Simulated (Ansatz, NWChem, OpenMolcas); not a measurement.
**Strength of the Ge–Te bond: GeTe → Te + Ge**

Species: GeTe, singlet; Te atom, triplet; Ge atom, triplet. 

Shapes, held fixed at every level: measured bond length. Programs: Ansatz 0.2.0, NWChem 7.3.0, OpenMolcas 26.06. A level may come from different programs for different species; with the same settings they agree closely. The zero-point and thermal change to 298 K, harmonic and unscaled (wB97M-V/def2-TZVPD), is -34.9 kJ/mol.

```
            level                   kind  ΔH(298 K) (kJ/mol)  less CCSD(T)/def2-TZVP
  SVWN5/def2-TZVP                    LDA              +503.0                  +118.8
   BLYP/def2-TZVP                    GGA              +406.2                   +22.0
 r2SCAN/def2-TZVP               meta-GGA              +398.4                   +14.2
    PBE0/def2-SVP          global hybrid              +386.0                    +1.8
  BHLYP/def2-TZVP          global hybrid              +349.3                   -34.9
   CCSD/def2-TZVP  coupled cluster or CI              +350.1                   -34.1
CCSD(T)/def2-TZVP  coupled cluster or CI              +384.2                     0.0
```

The highest level, CCSD(T)/def2-TZVP, gives ΔH(298 K) = +384.2 kJ/mol; the levels span +349.3 to +503.0. The column of differences is taken from that level and isn't an error. No measured value is set beside it here. Open shells run unrestricted unless RO is named. For atoms past krypton def2 sets carry core potentials with scalar relativity. Relativity is left out for Ge unless named. Correlated rows may include outer-core shells of Ge, Te, which these sets cover unevenly. Spin-orbit coupling lowers the free atoms by 35.6 kJ/mol; the thermal change holds that.
